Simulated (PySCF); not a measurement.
Harmonic spectrum computed at PBE0 in the def2-TZVP basis family (core potentials from Rb on, PySCF, no spin–orbit coupling):

```
ω (cm⁻¹)  IR (km/mol)
     108          8.4
     402         50.4
     661          160
```

Task: Which molecule gave it? In each, all ligands are bound to the one heavy central atom.
A. TiFCl (triplet)
B. MoFCl (quintet)
C. CoFCl (quartet)
D. RuFCl (quintet)
E. ZrFCl (triplet)

Result: B. It has Cs symmetry with Mo–Cl 2.261 Å, Mo–F 1.868 Å.
